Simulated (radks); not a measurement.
Results of a calculation; reference values are marked as such.
Question: Spherical jellium clusters: N electrons in a uniform positive sphere of charge N and radius rs N^(1/3), rs = 4.25 bohr. Level of theory: non-relativistic Kohn-Sham, PBEsol, spin-polarised, spherical densities (a radial shooting solver with Libxc functionals). Levels are named by radial order and angular momentum (1s, 1p, 1d, 2s, ...), and open shells are averaged over m. At N = 14 the configuration is 1s2 1p6 1d(up 5, down 1). The background grows by one charge. Does electron 15 go into 2s down or 2s up or 1d down?

Answer: Into 1d down. The total energies of the other choices lie higher by 0.0983 eV (2s up), 0.259 eV (2s down).
